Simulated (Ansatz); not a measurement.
`[F][Mo]([F])(=[S])([Cl])[Cl]` + `CC[O][Hf]([OH])([O]CC)[O]CC` → `[OH][Mo]([F])([F])(=[S])[Cl]` + `CC[O][Hf]([Cl])([O]CC)[O]CC`  (redistribution)

Computed with Ansatz on PBE0-D4/def2-TZVP structures; ΔE is electronic, products minus reactants. CBS: MP2 limit from def2 TZ/QZ plus the TZ coupled-cluster correction, frozen cores. DFT in def2-TZVPP. Elements past krypton have def2 core potentials. For Hf, Mo outer-core shells are correlated without core-valence functions, which leaves a few kJ/mol of doubt a bond. Each species was taken in one conformer, which may not be the lowest.

`[F][Mo]([F])(=[S])([Cl])[Cl]`:

Cartesian coordinates in Å:
```
F 0.288 -0.740 -1.722
Mo -0.041 -0.054 -0.042
F -1.788 -0.026 -0.629
S 0.099 -1.640 1.262
Cl -0.624 1.693 1.273
Cl 2.066 0.767 -0.142
```

`CC[O][Hf]([OH])([O]CC)[O]CC`:

Cartesian coordinates in Å:
```
C 1.584 -1.261 2.706
C 0.132 -0.912 2.953
O -0.549 -0.680 1.766
Hf -1.331 -0.396 0.028
O -2.907 -1.507 -0.181
O -0.041 -0.854 -1.325
C 0.964 -1.229 -2.208
C 2.187 -1.739 -1.477
O -1.783 1.468 -0.152
C -1.883 2.829 -0.411
C -0.895 3.272 -1.470
H 1.664 -2.161 2.092
H 2.103 -1.442 3.651
H 2.092 -0.446 2.185
H -0.360 -1.728 3.499
H 0.067 -0.019 3.589
H -3.804 -1.817 -0.222
H 1.235 -0.368 -2.833
H 0.582 -2.006 -2.883
H 1.936 -2.612 -0.870
H 2.589 -0.968 -0.815
H 2.968 -2.026 -2.187
H -1.710 3.389 0.518
H -2.906 3.060 -0.737
H 0.129 3.072 -1.148
H -1.070 2.736 -2.406
H -0.992 4.344 -1.663
```

`[OH][Mo]([F])([F])(=[S])[Cl]`:

Z-matrix (Å, degrees):
```
Mo
F 1 1.844
F 1 1.856 2 82.6
Cl 1 2.284 2 84.7 3 147.5
O 1 1.848 2 152.5 3 69.5
S 1 2.066 2 104.5 3 -107.4
H 5 0.963 1 127.3 2 -0.3
```

`CC[O][Hf]([Cl])([O]CC)[O]CC`:

```xyz
26

C    -0.876    1.204   -2.726
C     0.041    0.002   -2.666
O    -0.113   -0.703   -1.475
Hf   -0.368   -1.455    0.262
Cl   -1.294   -3.645    0.042
O     1.318   -1.554    1.157
C     2.619   -1.456    1.647
C     3.546   -0.814    0.639
O    -1.564   -0.352    1.264
C    -2.347    0.591    1.927
C    -2.537    1.840    1.096
H    -0.742    1.740   -3.669
H    -0.663    1.893   -1.905
H    -1.921    0.894   -2.651
H     1.087    0.320   -2.761
H    -0.168   -0.673   -3.504
H     2.976   -2.462    1.900
H     2.609   -0.873    2.576
H     3.575   -1.399   -0.284
H     4.562   -0.752    1.038
H     3.211    0.197    0.395
H    -1.873    0.842    2.884
H    -3.320    0.140    2.158
H    -3.022    1.602    0.147
H    -1.575    2.311    0.881
H    -3.160    2.563    1.629
```

| level | ΔE (eV) |
| --- | --- |
| ωB97X-V | -0.48 |
| revPBE | -0.42 |

Problem. What does CCSD(T)/CBS give? (An estimate is asked.)

Solution. Computed: -0.37 eV. The listed levels differ from it by -0.11, -0.05 eV.

Largest T1 diagnostic among the species: 0.024, so the coupled-cluster value is less sure than usual.

From BLYP to BHLYP (50 % exact exchange), in def2-TZVPP and without D4, ΔE moves by −0.05 eV. Leaving LDA and LC-ωPBE aside and taking each functional with its dispersion term where it has one, the values, not all of them listed here, spread over 0.11 eV, from ωB97X-V to B2PLYP.
